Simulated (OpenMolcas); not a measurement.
# CH6GaN (SMILES [CH3][GaH][NH2]): entropy by statistical mechanics

A singlet with charge 0, relaxed at HF/6-31G* (Cartesian functions) (OpenMolcas 26.06):

```xyz
9

C    -0.2803    0.9552   -1.1417
Ga    0.5028   -0.5308   -0.0854
N    -0.0691   -0.8211    1.6228
H    -0.7503    0.5766   -2.0454
H     0.4925    1.6541   -1.4502
H    -1.0271    1.5055   -0.5788
H     1.6175   -1.5141   -0.6213
H     0.2791   -1.5464    2.2122
H    -0.7650   -0.2790    2.0880
```

Harmonic wavenumbers in cm⁻¹: 52, 176, 326, 366, 556, 584, 594, 723, 782, 823, 842, 1399, 1608, 1609, 1742, 1996, 3191, 3255, 3273, 3805, 3906.

Masses in u: C 12.011, Ga 69.723, N 14.007, H 1.008. Take T = 298.15 K, p = 1 bar, R = 8.3145 J/(mol K), kT/hc = 207.22 cm⁻¹, rigid rotor and harmonic oscillator.

Question: Compute the standard molar entropy.

Answer: 
1. Translation (Sackur–Tetrode): S = R[3/2 ln M + 5/2 ln T − 1.1517] with M = 101.789 gives 166.5 J/(mol K).
2. Rotation: principal moments 28.660, 93.932, 119.507 u Å² give A, B, C = 0.5882, 0.1795, 0.1411 cm⁻¹; the symmetry number is σ = 1; q = (√π/σ)√((kT/hc)³/ABC) = 43318; S = R(ln q + 3/2) = 101.2.
3. Vibration: with u = ν̃/207.22, each mode gives R[u/(eᵘ − 1) − ln(1 − e⁻ᵘ)]; the sum is 49.6, most from 52 cm⁻¹ (19.8), 176 cm⁻¹ (9.9), 326 cm⁻¹ (5.4).
4. Spin: R ln 1 = 0.0.
5. Sum: 166.5 + 101.2 + 49.6 + 0.0 = 317.3 J/(mol K).

No measured value is set beside it here. Where a soft mode is a torsion, a harmonic oscillator describes it poorly. Unscaled Hartree–Fock wavenumbers run high.
